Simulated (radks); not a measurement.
Values are calculated unless marked as measured or tabulated.
Ionisation of As+, [Ar] 3d10 4s2 4p2, to As2+, [Ar] 3d10 4s2 4p1, under several functionals. Scalar-relativistic Kohn-Sham, spin-unpolarised, spherical densities, point nucleus; a radial shooting solver on a logarithmic mesh with Libxc functionals.

[
 {"functional": "BLYP", "E(As+) (hartree)": "-2260.88916", "Exc (hartree)": "-83.76646", "IE (eV)": "17.856", "-e(HOMO) (eV)": "13.241", "<r> HOMO (bohr)": "2.320", "IE error (eV)": "-0.733"},
 {"functional": "AM05", "E(As+) (hartree)": "-2257.58405", "Exc (hartree)": "-80.41968", "IE (eV)": "17.901", "-e(HOMO) (eV)": "13.317", "<r> HOMO (bohr)": "2.305", "IE error (eV)": "-0.688"},
 {"functional": "Wu-Cohen GGA", "E(As+) (hartree)": "-2259.97050", "Exc (hartree)": "-82.84292", "IE (eV)": "17.976", "-e(HOMO) (eV)": "13.378", "<r> HOMO (bohr)": "2.300", "IE error (eV)": "-0.613"},
 {"functional": "HCTH/407", "E(As+) (hartree)": "-2261.96815", "Exc (hartree)": "-84.97991", "IE (eV)": "18.061", "-e(HOMO) (eV)": "13.483", "<r> HOMO (bohr)": "2.313", "IE error (eV)": "-0.528"},
 {"functional": "SOGGA", "E(As+) (hartree)": "-2258.62898", "Exc (hartree)": "-81.47859", "IE (eV)": "17.831", "-e(HOMO) (eV)": "13.257", "<r> HOMO (bohr)": "2.308", "IE error (eV)": "-0.759"}
]

NIST Atomic Spectra Database: 18.589 eV (measured). Closest: HCTH/407. The Delta-SCF values span 0.23 eV, the total energies 4.38 hartree. The highest occupied level is 4p. Spin polarisation and multiplet splitting are left out, so open shells lie too high by an amount that depends on their filling.

Beside tabulated values, note that spin-unpolarised runs miss the spin-polarisation part of the exchange energy of open shells.
